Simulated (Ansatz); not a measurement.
Four-centre ligand exchange

Start structure (Si2H8Se, singlet), relaxed at PBE0-D4/def2-TZVP:

Si1  (-0.147, -0.917, -1.178)
H2  (0.976, -0.118, -1.736)
H3  (-0.088, -2.275, -1.788)
H4  (-1.430, -0.286, -1.587)
Si5  (0.015, -1.074, 1.158)
H6  (0.137, 2.759, -1.069)
Se7  (-0.467, 2.563, 0.254)
H8  (-1.227, -0.587, 1.814)
H9  (0.224, -2.493, 1.559)
H10  (1.167, -0.283, 1.666)
H11  (0.838, 2.712, 0.907)
(Å)

The step: Si₂H₆ ([SiH3][SiH3]) + H₂Se → Si₂H₆Se ([SiH3][SiH2][SeH]) + H₂; bonds formed: Si1–Se7, H2–H6; bonds broken: Si1–H2, H6–Se7. Ansatz 0.2.0; basis: def2-TZVPP and def2-QZVPP; cores frozen in the correlated methods. Filled d shells of the heavier atoms are correlated. The def2 sets are not built for correlating such inner shells, so the correlated values are less sure here. Extrapolation: Hartree–Fock as exp(−7.88 √X), correlation as X^−2.97. Energies below are by CCSD(T) at an estimated basis limit (MP2 extrapolated from triple and quadruple zeta, plus CCSD(T) − MP2 in triple zeta).

(1) What are the electronic barrier and the energy of the step, from the start structure to the end structure? (To be estimated.)

T1 diagnostic: at most 0.014.

## Answers

(1) The calculation gives: Barrier 46.88 kcal/mol; step energy -9.12 kcal/mol (downhill); reverse barrier, their difference, 56.00 kcal/mol. Barrier and step energy count from the start structure, the reverse barrier from the end structure.

The saddle point: One imaginary mode of 1043i cm⁻¹.
```
   pair  start (Å)  saddle (Å)  end (Å)
Si1–Se7       3.78        2.72     2.29
  H2–H6       3.07        0.91     0.75
 Si1–H2       1.49        1.73     4.21
 H6–Se7       1.47        1.94     3.24
```

Zero-point energy (harmonic, PBE0-D4): ZPE is 40.00 kcal/mol at the start and 39.62 kcal/mol at the saddle, so the barrier goes from 46.88 to 46.49 kcal/mol.

Labels in which every atom is bracketed show which atoms are joined, not bond orders.

For scale, one of the runs: CCSD(T)/def2-TZVPP, 244 basis functions, launched by `ansatz run in.yaml --threads 4 --pin off --events-out ev --progress --plain --max-ram 9574MiB`. Hardware: 4 CPU threads of an Intel Xeon Platinum 8175M, shared host. Wall time 65 s; peak host memory 4.5 GiB.
